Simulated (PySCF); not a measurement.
NbI2, SMILES [I][Nb][I] (connectivity only; charge and spin as stated), neutral, multiplicity 4. Atoms are numbered in the order given.

```xyz
3

Nb     0.0000     0.0000     0.0000
I      0.0000     0.0000    -2.6584
I      0.0000     0.0000     2.6584
```
Charge 0, spin multiplicity 4.

Geometry: PBE-D3(BJ)/def2-SVP. The multiplicity is an assumed one; other spin states were not compared. The def2 effective core potentials stand for the cores of I, Nb; spin–orbit coupling is left out.

Computed with PBE-D3(BJ)/def2-SVP (PySCF 2.14.0).

Frequencies are harmonic and unscaled.

Modes within 1.5 cm⁻¹ of each other (mostly degenerate sets) share a row, with their intensities summed.

Computed harmonic wavenumbers and intensities:
```json
[
 {"mode": "1–2", "ν (cm⁻¹)": "5", "IR (km/mol)": "1.1", "moving atoms (share of kinetic energy)": "Nb 73 %, I 27 %"},
 {"mode": "3", "ν (cm⁻¹)": "153", "IR (km/mol)": "0.0", "moving atoms (share of kinetic energy)": "I 100 %"},
 {"mode": "4", "ν (cm⁻¹)": "271", "IR (km/mol)": "81.3", "moving atoms (share of kinetic energy)": "Nb 73 %, I 27 %"}
]
```
